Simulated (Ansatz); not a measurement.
`C[Si](F)(F)[SiH3]` + H₂ → `F[SiH](F)[SiH3]` + CH₄  (hydrogenolysis of the Si–C bond)

Calculated with Ansatz (gas phase, PBE0-D4/def2-TZVP geometries, no zero-point term in ΔE). CBS: MP2 limit from def2 TZ/QZ plus the TZ coupled-cluster correction, frozen cores. This one scheme is used for every species. Functionals use def2-TZVPP. B3LYP here is the variant with VWN-RPA as its local correlation; programs differ in this.

**Question.** Is it downhill or uphill in electronic energy at CCSD(T)/CBS, and by how much? (Best estimate.)

**Answer.** Ansatz gave: Downhill: ΔE = -10.5 kJ/mol.

**Question.** What do these levels give: revPBE-D4, r2SCAN-D4, PBE0-D4, r2SCANh-D4, CAM-B3LYP-D4, B2PLYP, PBE-QIDH, BLYP, PBE0, B3LYP, r2SCANh, RPA@PBE/def2-TZVPP? (Best estimate.)

**Answer.** Computed: revPBE-D4 -3.0, r2SCAN-D4 -6.9, PBE0-D4 -9.5, r2SCANh-D4 -7.8, CAM-B3LYP-D4 -14.4, B2PLYP -17.4, PBE-QIDH -12.3, BLYP -22.1, PBE0 -14.7, B3LYP -21.9, r2SCANh -9.6, RPA@PBE/def2-TZVPP -15.5 kJ/mol.

Largest T1 diagnostic among the species: 0.013.

At CCSD(T), def2-SVP lies −12.4 kJ/mol from the extrapolated value and def2-TZVPP −2.2 kJ/mol. Leaving LDA and LC-ωPBE aside and taking each functional with its dispersion term where it has one, the values spread over 14.4 kJ/mol, from B2PLYP to revPBE-D4. LDA lies +8.4 kJ/mol from PBE without D4.
